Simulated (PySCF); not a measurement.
Two-component Hartree-Fock for Pt (platinum, neutral)

Start: [Xe] 4f14 5d10. Calculated with PySCF 2.14 in x2c-TZVPall-2c: generalised Hartree-Fock with the X2C-1e Hamiltonian and a Gaussian nucleus; spin-orbit coupling (SO) screened by Boettger's factors. This is a chosen level, not necessarily the ground level.

```tsv
spinor shell	electrons	ε, screened SO (eV)	weight of nominal j (screened SO)	rms radius, screened SO (bohr)
1s1/2	2	-78800.0	1.000	0.0194
2s1/2	2	-13986.9	1.000	0.0782
2p1/2	2	-13382.5	1.000	0.0663
2p3/2	4	-11647.9	1.000	0.0741
3s1/2	2	-3349.6	1.000	0.200
3p1/2	2	-3079.1	1.000	0.191
3p3/2	4	-2692.0	1.000	0.207
3d3/2	4	-2246.8	1.000	0.182
3d5/2	6	-2163.8	1.000	0.186
4s1/2	2	-752.96	1.000	0.441
4p1/2	2	-637.09	1.000	0.447
4p3/2	4	-543.67	1.000	0.480
4d3/2	4	-353.54	1.000	0.496
4d5/2	6	-335.62	1.000	0.507
5s1/2	2	-116.88	1.000	1.03
4f5/2	6	-90.008	1.000	0.564
4f7/2	8	-86.570	1.000	0.566
5p1/2	2	-78.110	1.000	1.12
5p3/2	4	-62.510	1.000	1.23
5d3/2	4	-9.820	1.000	1.84
5d5/2	6	-8.213	1.000	1.97
```

```tsv
quantity	screened SO
E (hartree)	-18426.59050
M_J	0
⟨J²⟩	0.000
⟨L²⟩	0.180
⟨S²⟩	0.180
```

Breit and QED terms are absent; they matter most for the inner s and p1/2 levels.

Densities and radii are taken from the X2C orbitals without a picture-change correction, which distorts them close to the nucleus.
